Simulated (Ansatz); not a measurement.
System (SMILES): Br (HBr).
Atoms: Br1, H2. Bonds: Br1-H2.

Basis-set convergence of the optimised Br1-H2 bond length at PBE with Ansatz (a first-principles code). All functions are spherical. The program fits the integrals of some runs and decomposes those of others, by size. No added dispersion term, no relativity. Reference: the value in aug-cc-pV5Z, 1.4319 Å, itself unsure by roughly 0.0006 Å (its mean distance from pcseg-4, aug-pcseg-3, aug-cc-pVQZ). Deviations are taken from unrounded values.

| basis | functions |
|---|---|
| def2-SV(P) | 34 |
| def2-SVP | 37 |
| def2-SVPD | 49 |
| def2-TZVP | 54 |
| def2-TZVPP | 62 |
| def2-TZVPD | 66 |
| def2-TZVPPD | 74 |
| def2-QZVP | 105 |
| def2-QZVPP | 119 |
| def2-QZVPPD | 131 |

### Question
Which is the smallest def2 set listed that can be trusted to 0.01 Å here, that is, within that of the reference together with its larger relatives (same family, alike in diffuse functions; a set with none to test it counts only in the reference's own line)?

### Answer
The smallest set listed that lies within 0.01 Å of the reference with all its larger relatives (same family, alike in diffuse functions; a set with none counts only in the reference's own line) is def2-SVP (37 functions, 0.0031 Å off). Value minus reference: def2-SV(P) 0.0162, def2-SVP 0.0031, def2-SVPD 0.0048, def2-TZVP 0.0007, def2-TZVPP 0.0003, def2-TZVPD 0.0010, def2-TZVPPD 0.0003, def2-QZVP 0.0004, def2-QZVPP 0.0003, def2-QZVPPD 0.0004 Å.
